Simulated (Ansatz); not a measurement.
ScBr₃. Charge 0, multiplicity 1. Geometry PBE0-D4/def2-SVP, basis def2-TZVP, Ansatz.

```xyz
4

Sc    0.001   -0.001    0.001
Br    1.434   -0.341   -1.911
Br    0.085    2.084    1.215
Br   -1.520   -1.742    0.695
```

```csv
run,HOMO (eV),LUMO (eV)
A,-7.33,-4.19
B,-7.27,-4.04
C,-7.71,-4.14
D,-7.68,-4.06
E,-11.22,-1.17
F,-8.80,-3.20
```

LC-ωPBE has ω = 0.4 bohr⁻¹.

Task: The runs used B97M-V, LC-ωPBE, PBE, r2SCAN, r2SCAN0, revPBE. Estimate which is which.

Result: A PBE (0 % exact exchange); B revPBE (0 % exact exchange); C B97M-V (0 % exact exchange); D r2SCAN (0 % exact exchange); E LC-ωPBE (range-separated); F r2SCAN0 (25 % exact exchange). Exact exchange lowers occupied and raises empty levels; among semilocal functionals meta-GGAs tend to open the gap a little, and such runs are hard to tell apart. The gap grows from 3.15 eV (PBE) to 10.05 eV (LC-ωPBE).
